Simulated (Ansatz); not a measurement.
Two structures of InH4O2F, singlet, reached by relaxing down either side of one saddle point (PBE0-D4/def2-TZVP). Energies are electronic, without zero-point energy. Computed with Ansatz 0.2.0 (basis: def2-TZVPP and def2-QZVPP); correlated methods freeze the cores. Filled d shells of the heavier atoms are correlated. Core potentials replace the inner electrons of the atoms past krypton. The def2 sets are not built for correlating such inner shells, so the correlated values are less sure here. Extrapolation: Hartree–Fock as exp(−7.88 √X), correlation as X^−2.97. First:

```xyz
8
angstrom
In -0.1371 -0.5037 -0.3519
H 1.3106 -1.3739 -0.0675
O -0.4885 0.6767 -1.9011
O -1.8337 -0.7315 0.6415
H 1.7287 1.1463 1.5523
F 0.8913 1.3260 1.2047
H 0.2813 0.7950 -2.4607
H -1.7526 -1.3348 1.3827
```

Second:

```
8
angstrom
In -0.5666 0.2360 -0.1684
H 1.7973 -1.0122 0.3875
O -0.1748 0.4038 -2.0797
O -1.6499 -1.1400 0.7079
H 1.8425 -0.3671 0.7701
F 0.1187 1.6623 0.9843
H 0.3501 1.1903 -2.2543
H -1.7174 -0.9731 1.6525
```

(1) Which bonds change from the first to the second?

(2) Give the saddle point's structure and its height above each. (An estimate is asked for; the value comes from the calculation.)

No T1 diagnostic of these runs exceeds 0.017.

## Answers

(1) InH₃O₂ ([OH][InH][OH]) + HF → InH₂O₂F ([OH][In]([OH])[F]) + H₂; bonds formed: In1–F6, H2–H5; bonds broken: In1–H2, H5–F6.

(2) The calculation gives: 75.0 kJ/mol above the first and 95.4 kJ/mol above the second (CCSD(T) at an estimated basis limit (MP2 extrapolated from triple and quadruple zeta, plus CCSD(T) − MP2 in triple zeta)).
In1  (-0.325, -0.112, -0.234)
H2  (1.469, -0.695, 0.388)
O3  (-0.343, 0.531, -2.083)
O4  (-1.806, -1.005, 0.685)
H5  (1.381, 0.189, 0.835)
F6  (0.784, 1.212, 1.091)
H7  (0.456, 1.020, -2.299)
H8  (-1.617, -1.140, 1.617)
(Å)

Labels in which every atom is bracketed show which atoms are joined, not bond orders.

For scale, one of the runs: CCSD(T)/def2-TZVPP, 199 basis functions, launched by `ansatz run in.yaml --threads 4 --pin off --events-out ev --progress --plain --max-ram 9574MiB`. Hardware: 4 CPU threads of an Arm Neoverse V1, shared host. Wall time 86 s; peak host memory 2.9 GiB.
